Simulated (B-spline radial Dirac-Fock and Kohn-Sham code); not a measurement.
Z = 71 (lutetium), transition energy 48.3 keV. Model: a Dirac-Hartree-Slater potential of the neutral atom with a Latter tail (no hole, which puts coefficients of high multipoles low close above an edge), finite nucleus with surface currents. Program: a radial atomic solver. The K shell is not open to conversion at this energy. Subshells that would emit electrons below 1 keV are left out.

Q: A pure transition shows α(L) = 7980, L1/L2 = 8.69 and L1/L3 = 0.364. What is its multipolarity?
A. M3
B. E1
C. E4
D. M2
E. M1
F. E2
G. E3
H. M4

A: A. For comparison, α(L), L1/L2, L1/L3 are E1 0.367, 2.01, 1.57; E2 60.1, 0.0136, 0.0121; E3 3460, 0.0170, 0.0161; E4 101000, 0.0201, 0.0196; M1 4.02, 10.4, 75.3; M2 174, 10.9, 2.64; M4 265000, 6.98, 0.137.

Values without a named source are computed, but for edge energies of neutral atoms, which are taken from tables.
